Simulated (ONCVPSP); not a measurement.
**Before and after: ONCV potential for tantalum**

| Item | Value |
| --- | --- |
| Element | Ta |
| Generator | ONCVPSP 4.0.1 |
| Type | optimised norm-conserving Vanderbilt (ONCV) |
| Functional | LDA (Perdew-Zunger) |
| Relativity | scalar-relativistic |
| Frozen core | [Kr] 4d10 4f14 |
| Valence charge | 13 |
| Reference configuration | 5s2 5p6 5d3 6s1.75 6p0.25 |
| Partial waves | 5s+6s: rc 1.90 bohr, ncon 3, nbas 8, qcut 6.3 1/bohr, 2 projectors; 5p+6p: rc 2.55 bohr, ncon 5, nbas 8, qcut 4.9 1/bohr, 2 projectors; 5d: rc 2.65 bohr, ncon 5, nbas 10, qcut 6.5 1/bohr, 2 projectors, debl 2.1 Ha |
| Local potential | polynomial inside 1.35 bohr (lpopt 5, dvloc0 0 Ha) |
| Core correction | Teter function, fcfact 1.5, rcfact 1.15 |

Change: s: qcut 7.9; p: qcut 6.1; d: qcut 8.1.

Cutoffs: the cutoffs (Ha) at which the residual kinetic energy of the hardest occupied pseudo-wave falls to 1 and 0.1 mHa per electron; they do not see the model core or the augmentation charge, which bear on the density cutoff. Errors are all-electron minus pseudo energies relative to the spin-unpolarised reference configuration.

How do hardness, ghosts and transferability respond?

The potential gets harder (13 Ha and 16 Ha → 18 Ha and 22 Ha); of the 4 tests that both files solve, the error grows in 0 and shrinks in 1 by more than 15 % and 0.3 meV (median size 2.1 → 1.9 meV); the range in which the s phases agree widens (upper end 3.8 → at the end of the scan); neither file shows a bound ghost.

```csv
quantity,base,changed
"cutoff, loose",13 Ha,18 Ha
"cutoff, tight",16 Ha,22 Ha
loose cutoff by channel,"s 13 Ha, p 10 Ha, d 12 Ha","s 18 Ha, p 11 Ha, d 12 Ha"
bound ghosts,none,none
GHOST(+) flags under 300 eV,s at 119.3 eV,s at 164.7 eV
"error for 5s2 5p6 5d3 6s2 6p0, meV [ΔE -1.04 eV]",+0.2,+0.3
"error for 5s2 5p6 5d3 6s1 6p0, meV [ΔE 7.66 eV]",-2.3,-2.0
"error for 5s2 5p6 5d3 6s0 6p0, meV [ΔE 22.97 eV]",-6.1,-3.5
"error for 5s2 5p6 5d3.5 6s1.5 6p0, meV [ΔE -0.06 eV]",-1.9,-1.7
s: phases at 1.93 bohr within 0.05 rad from the reference energy up to (Ha; the scan ends near 5),3.8,to the end of the scan
p: phases at 2.59 bohr within 0.05 rad from the reference energy up to (Ha; the scan ends near 5),3.6,3.5
d: phases at 2.69 bohr within 0.05 rad from the reference energy up to (Ha; the scan ends near 5),4.9,to the end of the scan
"rms error of d²Exc/dni dnj with the model core, mHa",4.48,4.39
```
